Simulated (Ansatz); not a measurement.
Geometry optimisation, Ansatz 0.2.0, RKS B3LYP/def2-SVP.

The input (input.yaml):

```yaml
crystal:
  periodic: [false, false, false]
  atoms:
    - { symbol: F, position_ang: [-1.40874, 0.75028, 1.71639] }
    - { symbol: Si, position_ang: [-0.90997, -0.0622, 0.35705] }
    - { symbol: Se, position_ang: [1.52979, 0.70475, 0.11767] }
    - { symbol: H, position_ang: [-1.39051, 1.00731, -0.56265] }
    - { symbol: H, position_ang: [0.99819, 1.60821, -0.82545] }
total_charge: -1
basis:
  gaussian: { orbitals: def2-SVP }
hamiltonian:
  xc: b3lyp
relax:
  f_tol: 0.015
  max_steps: 40
```

Run as:

```bash
$ ansatz run input.yaml --threads 1 --pin off --max-ram 2048MiB --backend cpu --events-out ev --progress --plain --runs-dir out
```

Q: Where does it end, and by what steps?

A: It converged. Limits of this set-up: an anion without diffuse functions, the dipole of an ion depends on the origin. After 11 steps the energy has fallen by 0.255 eV; H5 moved furthest, 0.46 Å.

| step | energy less start (eV) | largest force component (eV/Å) | accepted |
| --- | --- | --- | --- |
| 0 | 0.0000 | 1.261 | yes |
| 1 | -0.1343 | 0.581 | yes |
| 2 | -0.1478 | 0.620 | yes |
| 3 | -0.2070 | 0.301 | yes |
| 4 | -0.2370 | 0.238 | yes |
| 5 | -0.2509 | 0.228 | yes |
| 6 | -0.2174 | 0.800 | no |
| 7 | -0.2521 | 0.102 | yes |
| 8 | -0.2536 | 0.131 | yes |
| 9 | -0.2542 | 0.059 | yes |
| 10 | -0.2547 | 0.019 | yes |
| 11 | -0.2547 | 0.011 | yes |

```xyz
5
Properties=species:S:1:pos:R:3
F -1.320 0.923 1.731
Si -0.948 -0.123 0.448
Se 1.381 0.523 -0.104
H -1.520 0.765 -0.696
H 1.226 1.921 -0.576
```

Whether the end is a true minimum wasn't checked by a vibrational analysis.

Run time: 30 s on 1 CPU thread of a shared host.
